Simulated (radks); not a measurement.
Question: These are the eigenvalues of the occupied orbitals of an atom or ion with whole-number occupations (eV). Method: Dirac Kohn-Sham, LDA (Slater exchange, Perdew-Wang correlation), spin-unpolarised, spherical densities, finite nucleus; Fermi nuclear charge, rms radius of each element as measured or else 0.836 A^(1/3) + 0.57 fm; computed with a radial shooting solver on a logarithmic mesh with Libxc functionals.

| orbital | eigenvalue |
|---|---|
| 1s1/2 | -43337.14 |
| 2s1/2 | -7027.577 |
| 2p1/2 | -6652.984 |
| 2p3/2 | -6133.621 |
| 3s1/2 | -1543.450 |
| 3p1/2 | -1383.035 |
| 3p3/2 | -1279.428 |
| 3d3/2 | -998.8173 |
| 3d5/2 | -976.4024 |
| 4s1/2 | -325.5237 |
| 4p1/2 | -264.9151 |
| 4p3/2 | -242.1759 |
| 4d3/2 | -142.2582 |
| 4d5/2 | -138.2193 |
| 5s1/2 | -60.5538 |
| 5p1/2 | -43.6315 |
| 5p3/2 | -40.2195 |
| 4f5/2 | -24.2566 |
| 4f7/2 | -23.7933 |
| 6p1/2 | -12.4093 |
| 6p3/2 | -11.8843 |

Which element is it, and in what charge state? The configuration may be excited. Open shells, if any, are shared by 2j + 1.

Answer: Z = 60, neodymium, charge +2: Nd2+ in [Xe] 4f3 6p1. The list shows which subshells hold electrons but not how many an open one holds; the 1s level, -1592.6 hartree, gives Z - s = 56.4 by -(Z - s)^2/2, which with screening and relativity narrows Z to a few neighbours, and the depths of the outer levels then fix element, charge and occupations together.
